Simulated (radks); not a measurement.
Valence configurations of Sc+ (all share [Ar]). Calculated with a radial shooting solver on a logarithmic mesh with Libxc functionals: non-relativistic Kohn-Sham, r2SCAN, spin-polarised, spherical densities, point nucleus; open shells are filled with parallel spins first; meta-GGA in the generalised Kohn-Sham scheme. Energies are relative to 3d1 4s1; eigenvalues in eV for spin up.

valence,E (eV),moment (Bohr magnetons),e(3d),e(4p),e(4s)
3d1 4s1,0.000,2,-10.354,-,-10.356
3d1.5 4s0.5,0.172,2,-8.727,-,-9.322
3d2,0.564,2,-7.259,-,-
3d0.5 4s1.5,1.146,1,-12.161,-,-10.900
3d1 4s0.5 4p0.5,1.828,2,-10.839,-6.967,-10.538
4s2,2.382,0,-,-,-11.317
3d1 4p1,3.578,2,-11.313,-7.201,-
3d0.5 4s0.5 4p1,4.095,2,-13.135,-7.895,-11.691
4s1 4p1,5.066,2,-,-8.525,-12.629

NIST lists [Ar] 3d1 4s1 as the ground configuration; this level of theory agrees among the configurations tried. The energies are those of spherical high-spin densities, not of single terms.
